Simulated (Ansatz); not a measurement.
## What each rung costs, and what it gives

The pair of F⁻ (SMILES [F-], atom 1) and SO$_{2}$ (SMILES O=S=O, atoms 2–4), both closed shells, in one local arrangement (a lower one may exist), relaxed at PBE0-D4/def2-TZVPD:

F1  (0.076, -0.027, -1.484)
O2  (-0.408, 1.197, 0.604)
S3  (-0.402, -0.205, 0.178)
O4  (0.735, -0.965, 0.702)
(Å)

Interaction energies are counterpoise-corrected; the time is that of the whole pair.

Program: Ansatz 0.2.0. Basis: as named in each row. Cores are frozen in the correlated methods. B3LYP uses VWN-RPA correlation. Extrapolation: Hartree–Fock as exp(−7.88 √X), correlation as X^−2.97.

Times are rough, for one single point on 2 threads of a shared host (Arm Neoverse V1).

The estimate by CCSD(T) at an estimated basis limit (MP2 extrapolated from triple and quadruple zeta, plus CCSD(T) − MP2 in triple zeta) is -55.40 kcal/mol.

| method | basis | time (s) | interaction energy (kcal/mol) | method less estimate |
| --- | --- | --- | --- | --- |
| HF | STO-3G | under 1 | -35.05 | 20.35 |
| PBE-D4 | STO-3G | under 1 | -9.86 | 45.54 |
| SPW92 | def2-SVP | under 1 | -73.20 | -17.80 |
| PBE-D4 | def2-SVP | under 1 | -61.85 | -6.45 |
| B3LYP-D4 | 6-31G | under 1 | -47.55 | 7.85 |
| PBE0-D4 | def2-SVP | under 1 | -67.53 | -12.13 |
| CCSD(T) | def2-SVP | under 1 | -48.39 | 7.01 |
| PBE-D4 | def2-TZVPPD | 2 | -53.94 | 1.46 |
| revPBE-D4 | def2-TZVPPD | 2 | -51.06 | 4.34 |
| BLYP-D4 | def2-TZVPPD | 2 | -48.18 | 7.22 |
| PBE0-D4 | def2-TZVPPD | 2 | -60.53 | -5.12 |
| HSE06-D4 | def2-TZVPPD | 3 | -60.55 | -5.15 |
| B3LYP-D4 | def2-TZVPPD | 3 | -54.82 | 0.58 |
| wB97M-V | def2-SVP | 3 | -65.29 | -9.89 |
| r2SCAN-D4 | def2-TZVPPD | 3 | -59.22 | -3.82 |
| B2PLYP | def2-TZVPPD | 4 | -51.29 | 4.11 |
| wB97X-V | def2-TZVPPD | 6 | -58.95 | -3.55 |
| B97M-V | def2-TZVPPD | 7 | -57.63 | -2.23 |
| wB97M-V | def2-TZVPPD | 8 | -58.05 | -2.65 |
| MP2 | def2-QZVPPD | 8 | -51.22 | 4.18 |
| CCSD(T) | def2-TZVPPD | 20 | -50.92 | 4.48 |

The T1 diagnostic stays at or below 0.024. The restricted Hartree–Fock reference is unstable towards an unrestricted one at one or more of these structures.
